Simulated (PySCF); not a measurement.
A calculated (UHF, PySCF 2.14, x2c-QZVPPall, scalar relativity by spin-free X2C-1e) atom or ion has these occupied shells.

```
shell  electrons  orbital energy (eV)  rms radius, mean of both spins (bohr)
 1s α          1             -63649.6                                 0.0219
 1s β          1             -63649.6                                 0.0219
 2s α          1             -10974.0                                 0.0884
 2s β          1             -10973.9                                 0.0884
 2p α          3              -9675.4                                 0.0801
 2p β          3              -9675.4                                 0.0801
 3s α          1              -2550.0                                  0.227
 3s β          1              -2550.0                                  0.227
 3p β          3              -2151.4                                  0.228
 3p α          3              -2151.4                                  0.228
 3d α          5              -1659.1                                  0.208
 3d β          5              -1659.1                                  0.208
 4s α          1              -542.18                                  0.509
 4s β          1              -542.11                                  0.509
 4p α          3              -408.40                                  0.541
 4p β          3              -408.39                                  0.541
 4d α          5              -228.32                                  0.592
 4d β          5              -228.29                                  0.592
 5s α          1              -80.344                                   1.27
 5s β          1              -79.487                                   1.27
 5p α          3              -46.248                                   1.50
 5p β          3              -45.052                                   1.50
 4f α          7              -28.866                                  0.798
 4f β          7              -28.833                                  0.798
 6s α          1              -12.562                                   3.71
 5d α          1              -12.051                                   2.72
```

Q: Name the element and its charge.

A: Lu⁺ (lutetium, charge +1), in [Xe] 4f14 5d1 6s1, high-spin 3D determinant (an excited configuration).
